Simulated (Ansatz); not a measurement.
Reaction (formal exchange of groups at the Si–C bond): `NC[SiH3]` + `[NH2][Al]([F])[F]` → `[F][Al]([F])[SiH3]` + `NCN`

Calculated with Ansatz (gas phase, PBE0-D4/def2-TZVP geometries, no zero-point term in ΔE). CCSD(T)/CBS is the MP2 limit (def2-TZVPP, def2-QZVPP) plus CCSD(T) − MP2 in def2-TZVPP, frozen cores. Functionals use def2-TZVPP. One conformer a species, not always the lowest.

CCSD(T)/CBS gives +123.3 kJ/mol.

Another level gave +104.9 kJ/mol. Which?
A. PBE0/def2-TZVPP
B. CAM-B3LYP-D4/def2-TZVPP
C. BLYP/def2-TZVPP
D. BLYP-D4/def2-TZVPP

A. PBE0 104.9, CAM-B3LYP-D4 122.1, BLYP-D4 115.1, BLYP 110.4 kJ/mol.

Largest T1 diagnostic among the species: 0.014.

From BLYP to BHLYP (50 % exact exchange), in def2-TZVPP and without D4, ΔE moves by +12.0 kJ/mol. Leaving LDA and LC-ωPBE aside and taking each functional with its dispersion term where it has one, the values, not all of them listed here, spread over 25.1 kJ/mol, from PBE-D4 to ωB97M-V.
